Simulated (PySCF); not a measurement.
Bonds broken one at a time in the series B Br-H. All species are isolated molecules in the gas phase. Strings in code marks are SMILES.

B3LYP has the VWN-RPA correlation part, as in Gaussian. 

A: whole molecule (`BBr`)
B: whole molecule (`BrBBr`)
C: whole molecule (`B`)
D: radical fragment (`[BH2]`)

Task: Put the candidates in order of dipole moment, lowest first, for B3LYP-D3(BJ)/def2-TZVP in PySCF.

Result: C (0.00 D), B (0.37 D), D (0.49 D), A (0.57 D)
